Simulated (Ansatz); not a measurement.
Job for Ansatz (a first-principles code): R-B3LYP/def2-TZVPPD on CH4O2 (a complex), monomers drawn apart or pushed together. Files ending in .json are basis or fitting sets from the Basis Set Exchange.

Ansatz 0.2 input:
```yaml
crystal:
  periodic: [false, false, false]
  atoms:
    - {symbol: O, position_ang: [0.27470414, -0.11455422, 0.53960396]}
    - {symbol: H, position_ang: [-0.46269598, -0.44100008, 1.07826482]}
    - {symbol: H, position_ang: [-0.04261553, -0.11150345, -0.36776118]}
    - {symbol: C, position_ang: [-0.27837945, -0.30801185, 3.40212361]}
    - {symbol: O, position_ang: [-1.15731467, -0.73210942, 2.69672898]}
    - {symbol: H, position_ang: [0.64181793, 0.12947026, 2.97955095]}
    - {symbol: H, position_ang: [-0.36088969, -0.34117296, 4.50320723]}
basis:
  gaussian:
    orbitals: def2-TZVPPD.json
hamiltonian:
  xc: {name: B3LYP}
scf: {lower_state_search: off}
```

Output:

```
WARN ansatz: RAYON_NUM_THREADS=2 ignored (pool sized by the plan → 2); use --threads N
Functional definition: B3LYP
these checks for a lower state are left out or cut short: stability, starts, cluster_reference, orbital_swaps, neighbouring_geometries, increment
integrals: 0.06 GiB planned
778 factors; their error is unknown
mean field: 0.69 GiB planned
mean field evaluation 1: about -5190.8132 eV, gradient 6.8e1 eV
mean field evaluation 2: about -5173.9871 eV, gradient 1.2e2 eV
mean field evaluation 4: about -5198.0777 eV, gradient 8.7e0 eV
mean field evaluation 8: about -5198.2122 eV, gradient 4.6e-1 eV
mean field evaluation 16: about -5198.2125 eV, gradient 2.4e-6 eV
mean field -5198.21245509 eV, -191.0307842497 hartree, gradient 6.0e-6 eV, S^2 0.000000; 0 other end points of the search recorded, 0 dependent functions left out
reference -5198.21271586 eV, -191.0307938329 hartree; 13, 13 occupied and 172, 172 virtual orbitals, 778 factors
Total energy: -5198.21271586 eV, -191.0307938329 hartree
Checks for a lower state left out: stability, starts, cluster_reference, orbital_swaps, neighbouring_geometries, increment
```

The calculation finished and met its thresholds.

Cost: very roughly 2.9 core-seconds.
